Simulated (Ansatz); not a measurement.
A geometry relaxed with PBE0-D3(BJ)/def2-TZVP (Ansatz, a quantum-chemistry and plane-wave program), charge 0, multiplicity 1:

```xyz
10

C     -2.0454     0.4223    -0.4726
C      2.0300     0.2086     0.3688
H     -1.4113    -1.2567     0.5788
H      0.6178    -0.8395    -1.8209
N     -2.7962     0.9480    -1.1680
C     -1.0701    -0.2392     0.3645
H     -0.9746     0.2878     1.3176
H      3.0085     0.1522    -0.0936
H      2.0067     0.6118     1.3744
Si     0.6345    -0.2952    -0.4490
```

Problem. Write the SMILES of this molecule.

Solution. `C=[SiH]CC#N`
